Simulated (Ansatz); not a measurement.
The same path of CH7AsOSn (11 atoms, charge 0, multiplicity 1) was run twice with different band settings. The coordinate that changes most is the height of As1 over the plane of its neighbours.

All numbers below come from RKS PBE/def2-SVP (Ansatz).

Relaxed end points:

```xyz
11
Properties=species:S:1:pos:R:3
As -0.887 2.436 0.191
C 0.226 0.751 0.170
O -0.681 -0.317 0.098
Sn 0.008 -2.225 0.119
H 0.326 3.371 -0.028
H -1.170 2.397 -1.324
H 0.942 0.790 -0.685
H 0.828 0.768 1.113
H 1.033 -2.429 -1.262
H 0.884 -2.453 1.596
H -1.443 -3.144 0.034
```

```xyz
11
Properties=species:S:1:pos:R:3
As -0.244 2.692 -0.198
C 0.525 0.838 -0.053
O -0.478 -0.134 -0.004
Sn 0.023 -2.098 0.157
H -1.288 2.440 0.905
H -1.242 2.289 -1.298
H 1.209 0.738 -0.933
H 1.175 0.864 0.858
H 0.965 -2.523 -1.234
H 0.935 -2.295 1.617
H -1.514 -2.869 0.203
```

Common settings: movable images 7; climbing image yes; optimiser quadratic models (default); start path IDPP; force threshold 0.05 eV/Å; iteration limit 60; end points relaxed.

| run | spring |
| --- | --- |
| 1 | 5.0 eV/Å² |
| 2 | 50.0 eV/Å² |

What does each run give, and how far can it be trusted?

Run 1: converged after 12 iterations, highest image 1.659 eV above the first end. Neighbouring images differ by up to 1.4 eV, so the band resolves the path poorly. A vibrational analysis at the climbing image gives one clearly imaginary mode, 883i cm⁻¹: a first-order saddle point.
Run 2: converged after 12 iterations, highest image 1.659 eV above the first end. Neighbouring images differ by up to 1.4 eV, so the band resolves the path poorly. Another band between the same ends (7 images) ends at a top of the same energy, where a vibrational analysis finds 1 clearly imaginary mode.
